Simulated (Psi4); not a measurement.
C₂H₄N₃ (SMILES c1n[nH]c[nH+]1), charge +1, singlet, geometry from GFN2-xTB; DLPNO-MP2/3-21G (Psi4).

Here is a job for Psi4.
```
memory 2 GB

molecule {
1 1
C    -0.72438958   -0.87288884   -0.09129060
N     0.55762667   -1.03705194   -0.15259445
N     1.09045631    0.16973986   -0.01179850
C     0.15167649    1.09037013    0.13747465
N    -1.01674140    0.44847481    0.09012567
H    -1.44403652   -1.66418423   -0.17208821
H     2.10037297    0.28380633   -0.02835101
H     0.29970022    2.14638776    0.27058309
H    -1.93914925    0.86096327    0.17262278
}

set {
  basis 3-21g
}

energy('dlpno-mp2')
print_variables()
```

Q: Write the output that Psi4 gives for this input, abridged.

A: 
```
    SCF Algorithm Type (re)set to DF.

   => Loading Basis Set <=

    Name: 3-21G
    Role: ORBITAL
    Keyword: BASIS

         ---------------------------------------------------------
                                   SCF
               by Justin Turney, Rob Parrish, Andy Simmonett
                          and Daniel G. A. Smith
                              RHF Reference
         ---------------------------------------------------------

  ==> Geometry <==

    Molecular point group: c1
    Full point group: C1

    Geometry (in Angstrom), charge = 1, multiplicity = 1:

       Center              X                  Y                   Z               Mass
    ------------   -----------------  -----------------  -----------------  -----------------
         C           -0.738343792352    -0.849823198696    -0.087848373933    12.000000000000
         N            0.543672457648    -1.013986298696    -0.149152223933    14.003074004430
         N            1.076502097648     0.192805501304    -0.008356273933    14.003074004430
         C            0.137722277648     1.113435771304     0.140916876067    12.000000000000
         N           -1.030695612352     0.471540451304     0.093567896067    14.003074004430
         H           -1.457990732352    -1.641118588696    -0.168645983933     1.007825032230
         H            2.086418757648     0.306871971304    -0.024908783933     1.007825032230
         H            0.285746007648     2.169453401304     0.274025316067     1.007825032230
         H           -1.953103462352     0.884028911304     0.176065006067     1.007825032230

  Running in c1 symmetry.

  Rotational constants: A =      0.33300  B =      0.32011  C =      0.16321 [cm^-1]
  Rotational constants: A =   9983.05473  B =   9596.66546  C =   4893.02378 [MHz]
  Nuclear repulsion =  176.487269479299073

  Charge       = 1
  Multiplicity = 1
  Electrons    = 36
  Nalpha       = 18
  Nbeta        = 18

  ==> Algorithm <==

  SCF Algorithm Type is DF.
  DIIS enabled.
  MOM disabled.
  Fractional occupation disabled.
  Guess Type is SAD.
  Energy threshold   = 1.00e-08
  Density threshold  = 1.00e-08
  Integral threshold = 1.00e-12

  ==> Primary Basis <==

  Basis Set: 3-21G
    Blend: 3-21G
    Number of shells: 33
    Number of basis functions: 53
    Number of Cartesian functions: 53
    Spherical Harmonics?: false
    Max angular momentum: 1

   => Loading Basis Set <=

    Name: (3-21G AUX)
    Role: JKFIT
    Keyword: DF_BASIS_SCF

  ==> Integral Setup <==

  SCF_SUBTYPE=INCORE selected. In-core MEM_DF algorithm will be used.
  Using in-core AOs.

  ==> MemDFJK: Density-Fitted J/K Matrices <==

    J tasked:                   Yes
    K tasked:                   Yes
    wK tasked:                   No
    Algorithm:                 Core
    Schwarz Cutoff:           1E-12
    Mask sparsity (%):       0.4272
    Fitting Condition:        1E-10

   => Auxiliary Basis Set <=

  Basis Set: (3-21G AUX)
    Blend: DEF2-UNIVERSAL-JKFIT
    Number of shells: 149
    Number of basis functions: 537
    Number of Cartesian functions: 537
    Spherical Harmonics?: false
    Max angular momentum: 4

  Minimum eigenvalue in the overlap matrix is 1.0531133225E-02.
  Reciprocal condition number of the overlap matrix is 2.2936809085E-03.
    Using symmetric orthogonalization.

  ==> Pre-Iterations <==

  SCF Guess: Superposition of Atomic Densities via on-the-fly atomic UHF (no occupation information).

   -------------------------
    Irrep   Nso     Nmo
   -------------------------
     A         53      53
   -------------------------
    Total      53      53
   -------------------------

  ==> Iterations <==

                           Total Energy        Delta E     RMS |[F,P]|

   @DF-RHF iter SAD:  -240.01930127694831   -2.40019e+02   0.00000e+00
   @DF-RHF iter   1:  -239.72937139887262    2.89930e-01   5.98718e-03 DIIS/ADIIS
   @DF-RHF iter   2:  -239.78487148813497   -5.55001e-02   2.90339e-03 DIIS/ADIIS
   @DF-RHF iter   3:  -239.79428138170124   -9.40989e-03   7.91731e-04 DIIS/ADIIS
   @DF-RHF iter   4:  -239.79531648087232   -1.03510e-03   1.78175e-04 DIIS/ADIIS
   @DF-RHF iter   5:  -239.79537585704506   -5.93762e-05   6.85469e-05 DIIS
   @DF-RHF iter   6:  -239.79539147169476   -1.56146e-05   3.12771e-05 DIIS
   @DF-RHF iter   7:  -239.79539567292528   -4.20123e-06   1.03454e-05 DIIS
   @DF-RHF iter   8:  -239.79539627482811   -6.01903e-07   1.97333e-06 DIIS
   @DF-RHF iter   9:  -239.79539629227423   -1.74461e-08   7.15977e-07 DIIS
   @DF-RHF iter  10:  -239.79539629378101   -1.50678e-09   2.53610e-07 DIIS
   @DF-RHF iter  11:  -239.79539629406398   -2.82967e-10   6.08955e-08 DIIS
   @DF-RHF iter  12:  -239.79539629407932   -1.53477e-11   1.76461e-08 DIIS
   @DF-RHF iter  13:  -239.79539629408058   -1.25056e-12   8.83077e-09 DIIS
  Energy and wave function converged.

  ==> Post-Iterations <==

    Orbital Energies [Eh]
    ---------------------

    Doubly Occupied:

[...]
    Virtual:

[...]
    Final Occupation by Irrep:
              A
    DOCC [    18 ]
    NA   [    18 ]
    NB   [    18 ]

  @DF-RHF Final Energy:  -239.79539629408058

   => Energetics <=

    Nuclear Repulsion Energy =            176.4872694792990728
    One-Electron Energy =                -664.5664911818892051
    Two-Electron Energy =                 248.2838254085095571
    Total Energy =                       -239.7953962940805752

Computation Completed

Properties will be evaluated at   0.000000,   0.000000,   0.000000 [a0]

Properties computed using the SCF density matrix

 Multipole Moments:

 ------------------------------------------------------------------------------------
     Multipole            Electronic (a.u.)      Nuclear  (a.u.)        Total (a.u.)
 ------------------------------------------------------------------------------------

 L = 1.  Multiply by 2.5417464519 to convert [e a0] to [Debye]
 Dipole X            :          0.3652344           -0.9756768           -0.6104424
 Dipole Y            :         -0.0203653            1.6127465            1.5923812
 Dipole Z            :         -0.0140217            0.2406800            0.2266583
 Magnitude           :                                                    1.7203755

 ------------------------------------------------------------------------------------

  //>>>>>>>>>>>>>>>>>>>>>>>>>>>>>>>>>>>//
  //             DLPNO-MP2             //
  //<<<<<<<<<<<<<<<<<<<<<<<<<<<<<<<<<<<//

   => Loading Basis Set <=

    Name: (3-21G AUX)
    Role: RIFIT
    Keyword: DF_BASIS_MP2

   --------------------------------------------
                     DLPNO-MP2
                   by Zach Glick
   --------------------------------------------

  DLPNO convergence set to NORMAL.

  Detailed DLPNO thresholds and cutoffs:
    T_CUT_DO     = 1.000e-02
    T_CUT_PNO    = 1.000e-08
    T_CUT_DO_IJ  = 1.000e-05
    T_CUT_PRE    = 1.000e-06
    T_CUT_DO_PRE = 3.000e-02
    T_CUT_MKN    = 1.000e-03
    T_CUT_CLMO   = 1.000e-04
    T_CUT_CPAO   = 1.000e-04
    S_CUT        = 1.000e-08
    F_CUT        = 1.000e-05

  ==> Boys Localizer <==

    Convergence =   1.000E-12
    Maxiter     =        1000

    Iteration                   Metric       Residual
    @Boys    0   3.7695382883545221E+01              -
    @Boys    1   7.9258274485095129E+01   1.102599E+00
    @Boys    2   9.7669382511833192E+01   2.322926E-01
    @Boys    3   1.0038497163039233E+02   2.780389E-02
    @Boys    4   1.0048140194795685E+02   9.606051E-04
    @Boys    5   1.0049381423805355E+02   1.235282E-04
    @Boys    6   1.0049630264363526E+02   2.476178E-05
    @Boys    7   1.0049679104926959E+02   4.859936E-06
    @Boys    8   1.0049689666325781E+02   1.050919E-06
    @Boys    9   1.0049692167083228E+02   2.488393E-07
    @Boys   10   1.0049693339783111E+02   1.166901E-07
    @Boys   11   1.0049693815606911E+02   4.734710E-08
    @Boys   12   1.0049693953086198E+02   1.367995E-08
    @Boys   13   1.0049694023320164E+02   6.988667E-09
    @Boys   14   1.0049694056793635E+02   3.330795E-09
    @Boys   15   1.0049694071732496E+02   1.486499E-09
    @Boys   16   1.0049694078834503E+02   7.066889E-10
    @Boys   17   1.0049694080932925E+02   2.088045E-10
    @Boys   18   1.0049694082024186E+02   1.085865E-10
    @Boys   19   1.0049694082379233E+02   3.532912E-11
    @Boys   20   1.0049694082569437E+02   1.892632E-11
    @Boys   21   1.0049694082636667E+02   6.689769E-12
    @Boys   22   1.0049694082664479E+02   2.767454E-12
    @Boys   23   1.0049694082676530E+02   1.199122E-12
    @Boys   24   1.0049694082681742E+02   5.186766E-13

    Boys Localizer converged.

  ==> Forming Local MO Domains <==

    Auxiliary BFs per Local MO:
      Average =  194 AUX BFs (4 atoms)
      Min     =   48 AUX BFs (1 atoms)
      Max     =  282 AUX BFs (8 atoms)

    Projected AOs per Local MO:
      Average =   52 PAOs (8 atoms)
      Min     =   51 PAOs (8 atoms)
      Max     =   53 PAOs (9 atoms)

    Local MOs per Local MO:
      Average =   18 LMOs
      Min     =   18 LMOs
      Max     =   18 LMOs

    Screened 0 of 324 LMO pairs (0.00 %)
             0 pairs met overlap criteria
             36 pairs met energy criteria

    Screened LMO pair energy =  0.000000000000

  ==> Merging LMO Domains into LMO Pair Domains <==

    Auxiliary BFs per Local MO pair:
      Average =  244 AUX BFs (6 atoms)
      Min     =   48 AUX BFs (1 atoms)
      Max     =  296 AUX BFs (9 atoms)

    Local MOs per Local MO pair:
      Average =   18 LMOs
      Min     =   18 LMOs
      Max     =   18 LMOs

    Projected AOs per Local MO pair:
      Average =   52 PAOs (8 atoms)
      Min     =   51 PAOs (8 atoms)
      Max     =   53 PAOs (9 atoms)

    Coefficient sparsity in AO -> LMO transform:   0.00 %
    Coefficient sparsity in AO -> PAO transform:   0.00 %
    Coefficient sparsity in combined transforms:   0.00 %

    Storing transformed LMO/PAO integrals in sparse format.

  ==> Transforming 3-Index Integrals to LMO/PAO basis <==

  ==> Forming Pair Natural Orbitals <==

    Natural Orbitals per Local MO pair:
      Avg:  20 NOs
      Min:   5 NOs
      Max:  31 NOs

    PNO truncation energy = -0.000016297524

  ==> Local MP2 <==

    E_CONVERGENCE = 1.00e-06
    R_CONVERGENCE = 1.00e-06

                     Corr. Energy    Delta E     Max R
  @LMP2 iter   0:  -0.486486590767 -4.865e-01  4.355e-03
  @LMP2 iter   1:  -0.501042716940 -1.456e-02  1.030e-03
  @LMP2 iter   2:  -0.502311258781 -1.269e-03  3.726e-04
  @LMP2 iter   3:  -0.502498548465 -1.873e-04  7.137e-05
  @LMP2 iter   4:  -0.502520404150 -2.186e-05  2.219e-05
  @LMP2 iter   5:  -0.502522517568 -2.113e-06  5.310e-06
  @LMP2 iter   6:  -0.502522654600 -1.370e-07  1.732e-06
  @LMP2 iter   7:  -0.502522670280 -1.568e-08  4.416e-07

  Total DLPNO-MP2 Correlation Energy:  -0.502538967805
    MP2 Correlation Energy:            -0.502522670280
    LMO Truncation Correction:          0.000000000000
    PNO Truncation Correction:         -0.000016297524

  Variable Map:
  ----------------------------------------------------------------------------
[...]
  Array Variable Map:
  ----------------------------------------------------------------------------
[...]
[...]
```
